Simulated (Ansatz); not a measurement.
Isolated molecules relaxed with PBE0-D4/def2-TZVP in Ansatz; ΔE leaves out vibrations. CCSD(T)/CBS is the MP2 limit (def2-TZVPP, def2-QZVPP) plus CCSD(T) − MP2 in def2-TZVPP, frozen cores. This one scheme is used for every species. Functionals use def2-TZVPP. Each species was taken in one conformer, which may not be the lowest.

Consider the hydrogenolysis of a C–C bond: `CCNBN` + H₂ → `CNBN` + CH₄.

Problem. Is it downhill or uphill in electronic energy at CCSD(T)/CBS, and by how much? (Best estimate.)

Solution. Computed: Downhill: ΔE = -59.5 kJ/mol.

Problem. What do these levels give: PBE-D4, PBE0-D4, B2PLYP, PBE, r2SCAN, PBE0, HF/def2-TZVPP, MP2/def2-QZVPP, SCS-MP2/def2-QZVPP, HF/CBS(def2), MP2/CBS(def2), CCSD/CBS(def2)? (An estimate is asked.)

Solution. Ansatz gave: PBE-D4 -59.2, PBE0-D4 -61.6, B2PLYP -66.5, PBE -64.1, r2SCAN -62.8, PBE0 -65.8, HF/def2-TZVPP -78.1, MP2/def2-QZVPP -56.8, SCS-MP2/def2-QZVPP -60.4, HF/CBS(def2) -77.9, MP2/CBS(def2) -56.5, CCSD/CBS(def2) -63.1 kJ/mol.

Largest T1 diagnostic among the species: 0.011.

The D4 term adds +7.6 kJ/mol with B3LYP and +4.2 kJ/mol with PBE0; it sums over pairs of atoms, weighted by their polarisabilities, and B3LYP, whose exchange is more repulsive, gets the larger term. In def2-TZVPP, CCSD(T) changes the Hartree–Fock value by +17.8 kJ/mol (the triples alone add +3.6 kJ/mol) and MP2 by +20.7 kJ/mol.

B3LYP here is the variant with VWN-RPA as its local correlation; programs differ in this.
